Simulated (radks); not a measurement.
Question: The mean radii <r> (bohr) of the occupied orbitals of an atom or ion are listed with their occupations. All-electron calculation, non-relativistic Kohn-Sham, MS2 meta-GGA, spin-polarised, spherical densities, point nucleus; meta-GGA in the generalised Kohn-Sham scheme. Program: a radial shooting solver on a logarithmic mesh with Libxc functionals.

| orbital | occ. | <r> |
|---|---|---|
| 1s | 2 | 0.08146 |
| 2s | 2 | 0.3878 |
| 2p | 6 | 0.3511 |
| 3s | 2 | 1.275 |
| 3p | 6 | 1.424 |

Name the element and its charge. Open shells, if any, are filled with parallel spins first.

Answer: Z = 19, potassium, charge +1: K+ in [Ar]. The 1s radius gives Z: for a bare nucleus <r> = 1.5/Z, 0.07895 bohr for Z = 19, and screening makes it slightly larger (0.08146 here). The occupations add up to 18, and the charge is Z minus that.
